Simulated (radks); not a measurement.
Values are calculated unless marked as measured or tabulated.
The mean radii <r> (bohr) of the occupied orbitals of an atom or ion are listed with their occupations. Level of theory: scalar-relativistic Kohn-Sham, r2SCAN, spin-polarised, spherical densities, finite nucleus; meta-GGA in the generalised Kohn-Sham scheme; Fermi nuclear charge, rms radius of each element as measured or else 0.836 A^(1/3) + 0.57 fm (a radial shooting solver on a logarithmic mesh with Libxc functionals).

orbital  occ.      <r>
1s up       1  0.02226
1s down     1  0.02223
2s up       1  0.09132
2s down     1  0.09158
2p up       2  0.07974

Name the element and its charge. Open shells, if any, are filled with parallel spins first.

Answer. Z = 63, europium, charge +57: Eu57+ in [He] 2s2 2p2. The 1s radius gives Z: for a bare nucleus <r> = (2 gamma + 1)/(2Z) with gamma = sqrt(1 - (Z/c)^2), 0.02203 bohr for Z = 63, and screening makes it slightly larger (0.02226 here). The occupations add up to 6, and the charge is Z minus that.
